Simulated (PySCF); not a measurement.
Magnetic susceptibility: `CC#C[C@@H](CN)[S@](C)=O`, C6H11NOS

Cartesian coordinates in Å; atom numbers follow the order of the lines, from 1:
```xyz
20

C     3.185    1.037   -0.221
C     1.864    0.508   -0.480
C     0.776    0.062   -0.722
C    -0.540   -0.467   -0.945
C    -1.031   -1.395    0.162
N    -0.476   -2.721   -0.044
S    -1.765    0.951   -1.197
C    -1.463    1.799    0.415
O    -3.087    0.336   -1.073
H     3.734    0.363    0.436
H     3.112    2.014    0.257
H     3.733    1.142   -1.157
H    -0.580   -1.010   -1.894
H    -0.778   -0.964    1.146
H    -2.120   -1.469    0.077
H    -0.857   -3.374    0.630
H     0.532   -2.702    0.068
H    -0.395    1.936    0.540
H    -1.965    2.760    0.372
H    -1.885    1.203    1.215
```

Theory: PySCF, GIAO KT3/pcSseg-1 magnetisability, rotational g tensor and spin-rotation constants, non-relativistic, gas phase. Geometry: GFN2-xTB.

Question: What are the magnetisability and the molar susceptibility?

Answer: Isotropic -1516 × 10⁻³⁰ J/T², or -91.3 × 10⁻⁶ cm³/mol; principal values -1637, -1517, -1394 × 10⁻³⁰ J/T², anisotropy 210 × 10⁻³⁰ J/T² (root of half the summed squared differences of the principal values). The susceptibility is in cgs units.

Question: Split it along the inertial axes a, b, c into diamagnetic and paramagnetic parts about the centre of mass, with the quadrupole moment.

Answer: 
```
axis  χ (10⁻⁶ cm³/mol)  diamagnetic (10⁻⁶ cm³/mol)  paramagnetic (10⁻⁶ cm³/mol)  summed x² of all electrons (Å²)  quadrupole Θ (D Å)
   a             -95.5                      -870.0                        774.5                            283.8               -4.53
   b             -89.8                     -1390.1                       1300.2                            161.2               +4.96
   c             -88.6                     -1888.0                       1799.4                             43.9               -0.43
```
Anisotropies 2χaa − χbb − χcc = -12.6 and 2χbb − χaa − χcc = +4.4 × 10⁻⁶ cm³/mol. Θ is traceless in Buckingham's convention.

Question: And the rotational g tensor?

Answer: 
```
axis  rotational constant (GHz)        g  nuclear part  electronic part
   a                     1.6508  -0.0069        0.5937          -0.6007
   b                     0.9491  -0.0090        0.5708          -0.5798
   c                     0.6805  -0.0059        0.5694          -0.5753
```
Asymmetric top; isotopes 12C, 1H, 14N, 16O, 32S; no vibrational averaging.
